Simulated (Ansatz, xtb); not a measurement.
Molecule: pyrimidine, C4H4N2, net charge 0, singlet state. SMILES: c1cncnc1
Geometry from a B3LYP-D3(BJ)/def2-TZVP (Ansatz, an electronic-structure program) optimisation:
```
C
H 1 1.0812
C 1 1.3872 2 121.69
N 3 1.3327 1 122.14 2 -180.00
C 4 1.3317 3 116.11 1 0.00
N 5 1.3317 4 126.86 3 0.00
C 6 1.3327 5 116.11 4 0.00
H 5 1.0847 6 116.57 7 180.00
H 7 1.0850 6 116.65 5 180.00
H 3 1.0850 4 116.65 5 -180.00
```

Harmonic wavenumbers from GFN2-xTB (xtb, at its own minimum), cm⁻¹: 285, 356, 601, 641, 702, 769, 909, 933, 934, 1016, 1095, 1096, 1143, 1194, 1229, 1265, 1377, 1421, 1559, 1565, 3049, 3051, 3059, 3104.

### Question
Give the harmonic wavenumbers at B3LYP-D3(BJ)/def2-TZVP (Ansatz, finite differences of forces, unscaled).

### Answer
353, 411, 636, 697, 740, 828, 987, 1005, 1013, 1029, 1084, 1097, 1165, 1216, 1254, 1397, 1440, 1499, 1610, 1611, 3155, 3158, 3168, 3203 cm⁻¹. Zero-point energy 48.3 kcal/mol.

### Question
From these and the geometry, give the ideal-gas thermochemistry at 298.15 K and 1 atm (rigid rotor, harmonic oscillator).

### Answer
Point group C2v, rotational symmetry number 2. Rotational constants 6.315, 6.126, 3.109 GHz. S(trans) 39.06, S(rot) 24.02, S(vib) 3.90, S(elec, spin only) 0.00, S 67.0 cal/(mol K). H(298) - H(0) 3.22 kcal/mol; G - E(el) 31.5 kcal/mol.
